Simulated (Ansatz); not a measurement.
Input file for Ansatz (a quantum-chemistry and plane-wave program): R-CCSD(T)/aug-cc-pV(D+d)Z on H3NO2S (a complex), monomers drawn apart or pushed together. Files ending in .json are basis or fitting sets from the Basis Set Exchange.

Ansatz 0.2 input:
```yaml
crystal:
  periodic: [false, false, false]
  atoms:
    - {symbol: N, position_ang: [0.01650301, 0.00067770, 0.62235179]}
    - {symbol: H, position_ang: [-0.30499019, -0.92669669, 0.36976459]}
    - {symbol: H, position_ang: [-0.77807602, 0.63016042, 0.63148065]}
    - {symbol: H, position_ang: [0.67795129, 0.32053403, -0.07512107]}
    - {symbol: O, position_ang: [0.01044717, 0.78667211, 5.63021335]}
    - {symbol: S, position_ang: [0.87243129, -0.30359986, 5.23807330]}
    - {symbol: O, position_ang: [0.36108134, -1.64409858, 5.40230835]}
basis:
  gaussian:
    orbitals: aug-cc-pV_D+d_Z.json
magnetization: {spin_polarized: false}
correlation: {method: ccsd_t, electrons: outside_noble_gas}
scf: {lower_state_search: off}
```

It printed:

```
WARN ansatz: RAYON_NUM_THREADS=2 ignored (pool sized by the plan → 2); use --threads N
Functional definition: HF
these checks for a lower state are left out or cut short: stability, starts, cluster_reference, orbital_swaps, neighbouring_geometries, increment
integrals: 0.25 GiB planned
1228 factors; integrals over basis functions are off by at most 8.1e-4 eV
mean field: 0.49 GiB planned
mean field evaluation 1: about -16414.1724 eV, gradient 5.5e1 eV
mean field evaluation 2: about -16414.5157 eV, gradient 5.6e1 eV
mean field evaluation 4: about -16420.4243 eV, gradient 4.7e0 eV
mean field evaluation 8: about -16420.5050 eV, gradient 2.9e-1 eV
mean field evaluation 16: about -16420.5054 eV, gradient 2.3e-6 eV
mean field -16420.50539180 eV, -603.4424429305 hartree, gradient 2.3e-6 eV, S^2 0.000000; 0 other end points of the search recorded, 0 dependent functions left out
8 core orbitals not correlated
reference -16420.50539180 eV, -603.4424429305 hartree; 13, 13 occupied and 107, 107 virtual orbitals, 1228 factors
second order -20.58543168 eV of doubles, -0.00000000 eV of singles
coupled cluster: 0.74 GiB planned
cycle   1  -20.01286412 eV  change    5.7e-1 eV  update   1.5e-1
cycle   2  -20.70156162 eV  change   -6.9e-1 eV  update   5.6e-2
cycle   3  -20.90036642 eV  change   -2.0e-1 eV  update   2.4e-2
cycle   4  -20.88606148 eV  change    1.4e-2 eV  update   6.4e-3
cycle   5  -20.88389294 eV  change    2.2e-3 eV  update   2.7e-3
cycle   6  -20.88480260 eV  change   -9.1e-4 eV  update   7.9e-4
cycle   7  -20.88414175 eV  change    6.6e-4 eV  update   3.0e-4
cycle   8  -20.88398915 eV  change    1.5e-4 eV  update   1.0e-4
cycle   9  -20.88400212 eV  change   -1.3e-5 eV  update   4.9e-5
cycle  10  -20.88403211 eV  change   -3.0e-5 eV  update   1.9e-5
perturbative correction -0.84259889 eV, -0.0309649382 hartree
Total energy: -16442.23202281 eV, -604.2408818930 hartree
Checks for a lower state left out: stability, starts, cluster_reference, orbital_swaps, neighbouring_geometries, increment
```

The run converged.

Cost: about 40 core-seconds (a rough figure).
